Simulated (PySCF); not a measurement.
**Two-component Hartree-Fock for Sm³⁰⁺ (samarium, charge +30)**

Start: [Ar] 3d10 4s2 4p2; 4p1/2 filled at m_j = -1/2, +1/2. Calculated with PySCF 2.14 in an uncontracted even-tempered set (17 s from 2.8 bohr⁻², ratio 2.8; 13 p from 3.6 bohr⁻², ratio 2.8; 8 d from 6.4 bohr⁻², ratio 2.8; 4 f from 17 bohr⁻², ratio 3): generalised Hartree-Fock with the X2C-1e Hamiltonian and a Gaussian nucleus; one run each with spin-orbit coupling (SO) switched off, then screened by Boettger's factors.

```json
{"spinor shell": "1s1/2", "electrons": "2", "ε, spin-free (eV)": "-48177.5", "ε, screened SO (eV)": "-48166.7", "weight of nominal j (screened SO)": "1.000", "rms radius, screened SO (bohr)": "0.0259"}
{"spinor shell": "2s1/2", "electrons": "2", "ε, spin-free (eV)": "-8900.1", "ε, screened SO (eV)": "-8895.3", "weight of nominal j (screened SO)": "1.000", "rms radius, screened SO (bohr)": "0.105"}
{"spinor shell": "2p1/2", "electrons": "2", "ε, spin-free (eV)": "-8053.8", "ε, screened SO (eV)": "-8478.2", "weight of nominal j (screened SO)": "1.000", "rms radius, screened SO (bohr)": "0.0898"}
{"spinor shell": "2p3/2", "electrons": "4", "ε, spin-free (eV)": "-8053.8", "ε, screened SO (eV)": "-7866.8", "weight of nominal j (screened SO)": "1.000", "rms radius, screened SO (bohr)": "0.0960"}
{"spinor shell": "3s1/2", "electrons": "2", "ε, spin-free (eV)": "-2796.8", "ε, screened SO (eV)": "-2794.0", "weight of nominal j (screened SO)": "1.000", "rms radius, screened SO (bohr)": "0.268"}
{"spinor shell": "3p1/2", "electrons": "2", "ε, spin-free (eV)": "-2524.4", "ε, screened SO (eV)": "-2615.6", "weight of nominal j (screened SO)": "1.000", "rms radius, screened SO (bohr)": "0.259"}
{"spinor shell": "3p3/2", "electrons": "4", "ε, spin-free (eV)": "-2524.4", "ε, screened SO (eV)": "-2481.5", "weight of nominal j (screened SO)": "1.000", "rms radius, screened SO (bohr)": "0.272"}
{"spinor shell": "3d3/2", "electrons": "4", "ε, spin-free (eV)": "-2165.3", "ε, screened SO (eV)": "-2180.4", "weight of nominal j (screened SO)": "1.000", "rms radius, screened SO (bohr)": "0.242"}
{"spinor shell": "3d5/2", "electrons": "6", "ε, spin-free (eV)": "-2165.3", "ε, screened SO (eV)": "-2151.3", "weight of nominal j (screened SO)": "1.000", "rms radius, screened SO (bohr)": "0.246"}
{"spinor shell": "4s1/2", "electrons": "2", "ε, spin-free (eV)": "-1244.0", "ε, screened SO (eV)": "-1242.8", "weight of nominal j (screened SO)": "1.000", "rms radius, screened SO (bohr)": "0.575"}
{"spinor shell": "4p1/2", "electrons": "2", "ε, spin-free (eV)": "-1155.4", "ε, screened SO (eV)": "-1176.7", "weight of nominal j (screened SO)": "1.000", "rms radius, screened SO (bohr)": "0.572"}
```

| quantity | spin-free | screened SO |
| --- | --- | --- |
| E (hartree) | -9948.14164 | -9955.65987 |
| M_J | 0 | 0 |
| ⟨J²⟩ | 2.002 | 0.000 |
| ⟨L²⟩ | 2.001 | 1.354 |
| ⟨S²⟩ | 2.000 | 1.354 |

Breit and QED terms are absent; they matter most for the inner s and p1/2 levels.

Densities and radii are taken from the X2C orbitals without a picture-change correction, which distorts them close to the nucleus.

Without spin-orbit coupling the j labels of p, d and f shells carry no meaning; the spin-free column gives the mean over the occupied spinors of each nl shell.
